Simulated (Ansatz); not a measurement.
`C=C[CH2][GeH2][F]` + H₂ → `[F][GeH3]` + `C=CC` at 700 K and 1 bar (hydrogenolysis of a Ge–C bond).

Gas-phase electronic energies from Ansatz, PBE0-D4/def2-TZVP geometries. CCSD(T)/CBS is the MP2 limit (def2-TZVPP, def2-QZVPP) plus CCSD(T) − MP2 in def2-TZVPP, frozen cores. This one scheme is used for every species. For Ge outer-core shells are correlated without core-valence functions, which leaves a few kJ/mol of doubt a bond. Scalar relativity is left out up to krypton. One conformer a species, not always the lowest.

| species | CCSD(T)/CBS energy (Eh) | H − E (kJ/mol) | S (J/(mol·K)) |
| --- | --- | --- | --- |
| `C=C[CH2][GeH2][F]` | -2294.28873 | 315.1 | 482.3 |
| H₂ | -1.17544 | 46.8 | 155.3 |
| `[F][GeH3]` | -2177.72589 | 105.3 | 308.2 |
| `C=CC` | -117.74610 | 260.0 | 340.6 |

H − E and S are ideal-gas, rigid-rotor, harmonic terms from PBE0-D4/def2-TZVP, for one conformer and one mirror image of each species. For small species the MP2-based limit differs from directly extrapolated CCSD(T) by up to some mEh (0.8 for H₂); such offsets cancel only in part. 1 Eh = 2625.50 kJ/mol, R = 8.31446 J/(mol·K).

Task: By hand: ΔE, ΔH, ΔS and ΔG.

Result: ΔE = (-2177.72589) + (-117.74610) − (-2294.28873) − (-1.17544) = -0.00782 Eh = -20.5 kJ/mol. Δ(H − E) = 105.3 + 260.0 − 315.1 − 46.8 = 3.4, so ΔH = -17.1 kJ/mol. ΔS = 308.2 + 340.6 − 482.3 − 155.3 = 11.2 J/(mol·K). ΔG = -17.1 − 700 × (11.2)/1000 = -24.9 kJ/mol.

Task: By hand: the equilibrium constant, and the temperature at which ΔG would vanish if ΔH and ΔS stayed fixed.

Result: log₁₀ K = −ΔG/(RT ln 10) = 1.9. ΔH and −TΔS have one sign here, so there is no such temperature.

TΔS isn't small against ΔH here. A doubt of 5 kJ/mol in ΔE shifts log₁₀ K by 0.4 here. Other conformers and mirror images would add mixing entropy, several J/(mol·K) or more a flexible species. Modes under 60 cm⁻¹, often nearly free rotors, make the harmonic entropy too high. These are equilibria of isolated gas molecules and say nothing of rates. Largest T1 diagnostic: 0.012 (customary marks: 0.02 for closed shells, 0.045 for open ones).

ΔS is within the doubt of such terms, so its sign, and with it that verdict, could turn.
